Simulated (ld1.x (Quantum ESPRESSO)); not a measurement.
**Pseudopotential generation for tungsten: PAW, LDA (PZ), scalar-relativistic.**

```json
{
  "Element": "W",
  "Generator": "ld1.x (Quantum ESPRESSO) 7.5",
  "Type": "PAW",
  "Functional": "LDA (PZ)",
  "Relativity": "scalar-relativistic",
  "Frozen core": "[Kr] 4d10 4f14",
  "Valence charge": "14",
  "Reference configuration": "5s2 5p6 5d3 6s0 6p0 (charge +3)",
  "Partial waves": "5s (bound): rcut 1.35, rcutus 1.45 bohr; 6s (bound, empty): rcut 1.35, rcutus 1.45 bohr; 5p (bound): rcut 1.80, rcutus 2.05 bohr; 6p (bound, empty): rcut 1.80, rcutus 2.05 bohr; 5d (bound): rcut 1.95, rcutus 2.20 bohr; 5d channel at -2.18 Ry: rcut 1.95, rcutus 2.20 bohr",
  "Local potential": "all-electron potential smoothed inside 2.10 bohr (lloc = -1)",
  "Core correction": "Bessel-smoothed model core, default radius (core density twice the valence density)",
  "Augmentation charge": "BESSEL, radius 1.20 bohr"
}
```

- Cutoffs needed: 25 Ry and 45 Ry (the cutoffs (Ry, on a coarse ladder) from which the occupation-weighted sum of valence levels, in a spherical-Bessel basis at the reference potential, stays within 10 and 1 mRy of its value at 400 Ry)
- Ghost test: no extra level below or beside the all-electron valence levels (s, p, d, f tested) (spherical-Bessel basis up to 400 Ry, 20 bohr box)
- Largest excitation error: -64 meV (all-electron minus pseudo) for 5s2 5p5 5d4 6s2 6p0, out of 7 test configurations
- Lowest eigenvalue of the overlap operator: 0.10 (p channel)
